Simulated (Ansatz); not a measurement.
Relaxation of CH3BF2O (8 atoms, charge 0, multiplicity 1), to a largest force component of 0.015 eV/Å in at most 40 steps.

The calculation used RKS BHLYP/def2-SVP in Ansatz.

```xyz
8
Properties=species:S:1:pos:R:3:forces:R:3
O -1.119 0.682 0.975 -0.78 0.60 -0.01
B -0.086 -0.045 0.597 1.60 -1.25 0.17
F 0.603 -0.745 1.515 -0.44 0.40 -0.36
C 0.422 -0.157 -0.913 0.04 -0.01 -0.11
F 1.525 -0.967 -1.074 -0.21 0.08 0.45
H -1.345 0.687 1.907 0.21 -0.13 -0.22
H -0.361 -0.566 -1.563 -0.18 0.19 0.06
H 0.698 0.827 -1.311 -0.24 0.11 0.05
```

Task: Where does it end, and by what steps?

Result: The run converged. After 6 steps the energy has fallen by 0.073 eV; H6 moved furthest, 0.07 Å.

```tsv
step	energy less start (eV)	largest force component (eV/Å)	accepted
0	0.0000	1.601	yes
1	-0.0576	0.684	yes
2	-0.0706	0.142	yes
3	-0.0716	0.153	yes
4	-0.0726	0.020	yes
5	-0.0726	0.024	yes
6	-0.0726	0.007	yes
```

```xyz
8
Properties=species:S:1:pos:R:3
O -1.101 0.678 0.913
B -0.041 -0.078 0.599
F 0.598 -0.742 1.546
C 0.423 -0.160 -0.902
F 1.517 -0.967 -1.064
H -1.320 0.676 1.844
H -0.398 -0.536 -1.526
H 0.658 0.845 -1.275
```

Whether the end is a true minimum wasn't checked by a vibrational analysis.

Run time: 26 s on 1 thread of Arm Neoverse V2 (shared host), peak memory 0.16 GiB.
